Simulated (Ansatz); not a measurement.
Geometry optimisation, Ansatz, RKS BLYP-D4/def2-SVP.

Input file:

```yaml
crystal:
  periodic: [false, false, false]
  atoms:
    - { symbol: Ge, position_ang: [0.0, 0.0, 0.0] }
    - { symbol: Cl, position_ang: [0.0, 0.0, 2.57] }
    - { symbol: Cl, position_ang: [2.0935, 0.0, -0.7393] }
    - { symbol: Cl, position_ang: [-1.0456, 1.8115, -0.7393] }
    - { symbol: Cl, position_ang: [-1.0456, -1.8115, -0.7393] }
    - { symbol: S, position_ang: [-2.4199, 0.0, 0.8041] }
    - { symbol: H, position_ang: [-3.1755, -0.8728, 0.0121] }
    - { symbol: H, position_ang: [-1.4563, 0.0, 2.0643] }
basis:
  gaussian: { orbitals: def2-SVP }
hamiltonian:
  xc: blyp
  dispersion: d4
relax:
  f_tol: 0.15
  max_steps: 25
  restrain:
    - { distance: [0, 5], at: 3.45, k: 30.0 }
    - { distance: [7, 1], at: 2.57, k: 30.0 }
    - { distance: [0, 1], at: 2.22, k: 30.0 }
    - { distance: [7, 5], at: 1.4, k: 30.0 }
```

Launched with:

```bash
$ ansatz run input.yaml --threads 4 --pin off --max-ram 5120MiB --backend cpu --events-out ev --progress --plain --runs-dir out
```

Where does it end, and by what steps?

The run converged. The restraints hold the end off the free minimum. After 6 steps the energy has fallen by 3.666 eV (the restraints' own energy left out); H8 moved furthest, 0.85 Å. Parted: Ge1–S6 (2.55 → 3.46 Å).

| step | energy less start (eV) | largest force component (eV/Å) | accepted |
| --- | --- | --- | --- |
| 0 | 0.0000 | 2.644 | yes |
| 1 | -0.6677 | 2.969 | yes |
| 2 | -1.4344 | 3.743 | yes |
| 3 | -2.4122 | 3.077 | yes |
| 4 | -3.4008 | 0.901 | yes |
| 5 | -3.5996 | 0.646 | yes |
| 6 | -3.6659 | 0.447 | yes |

```xyz
8
Properties=species:S:1:pos:R:3
Ge 0.195 0.067 -0.053
Cl 0.319 0.068 2.152
Cl 2.265 -0.020 -0.712
Cl -0.613 1.898 -0.868
Cl -0.731 -1.749 -0.810
S -3.061 0.208 1.108
H -3.218 -0.947 0.401
H -2.207 -0.398 2.013
```

The run took 17 s on 4 threads of Arm Neoverse V1, with other jobs on the host, peak memory 0.22 GiB.
